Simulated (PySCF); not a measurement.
Structure problem from calculated spectra and properties.

Formula: C4H13PSi.

| Item | Value |
| --- | --- |
| 1H NMR | chemical shifts (computed TMS as zero) by class: 2.80 (2 H), 0.70 (2 H), 0.07 (9 H) ppm [GIAO PBE0/pcSseg-1] |
| NMR, other nuclei | isotropic shieldings of nuclei other than C and H, by class: 347 (1 Si), 512 (1 P) ppm [GIAO PBE0/pcSseg-1] |
| 13C NMR | chemical shifts (computed TMS as zero) by class: 0.8 (1 C), -1.5 (3 C) ppm [GIAO PBE0/pcSseg-1] |
| Triplet | lowest triplet excitation (Tamm–Dancoff): 5.59 eV [TDA CAM-B3LYP/def2-SVPD] |
| Rotational structure | rotational constants A, B, C: 2.949, 1.258, 1.256 GHz [GFN2-xTB] |
| UV, first state | lowest singlet excitation: 6.52 eV (190 nm, f = 0.051) [TDDFT CAM-B3LYP/def2-SVPD] |

Electronic properties: PySCF, gas phase, density fitting. Levels stand in brackets. Geometry: GFN2-xTB, one conformer, isolated molecule. NMR values are class means; diastereotopic atoms form classes of their own.

Problem. What is the compound? Reason from the data.

Solution. Numbering: `[CH3:1][Si:2]([CH3:3])([CH3:4])[CH2:5][PH2:6]`. 4 carbons fall into 2 classes; from least to most shielded: sp3 carbon bound to silicon [C5] (0.8 ppm), Si-methyl carbon [C1/C3/C4] (-1.5 ppm, 3 C, up to 3.7 ppm apart in this geometry). Hydrogen classes from least to most shielded: 2 H on a phosphine phosphorus, P6 (2.80 ppm), 2 H on an sp3 carbon bound to silicon, C5 (0.70 ppm, a mean of values up to 1.1 ppm apart in this geometry), 9 H on 3 Si-methyl carbons, C1/C3/C4 (0.07 ppm, a mean of values up to 0.8 ppm apart in this geometry). The other shieldings belong to: 347 ppm, four-coordinate silicon [Si2]; 512 ppm, phosphine phosphorus [P6]. By its constants the optimised geometry is a nearly prolate symmetric top. Structure: `C[Si](C)(C)CP`. Computed isomers that give other values at the same levels: `CCP(C)C[SiH3]` (13C chemical shifts (computed TMS as zero) by class: 36.6 (1 C), 16.7 (1 C), 13.9 (1 C), 12.5 (1 C) ppm); `CC(C)(C)[SiH2]P` (rotational constant A: 3.486 GHz; this holds for the one conformer computed). The assignments are read from this structure; whether some other isomer fits the data as well wasn't checked.

Shape of the structure used: `[CH3:1][Si:2]([CH3:3])([CH3:4])[CH2:5][PH2:6]`: C1–Si2–C5–P6 -60°, H–P6–C5–Si2 75°, H–P6–C5–Si2 167°.
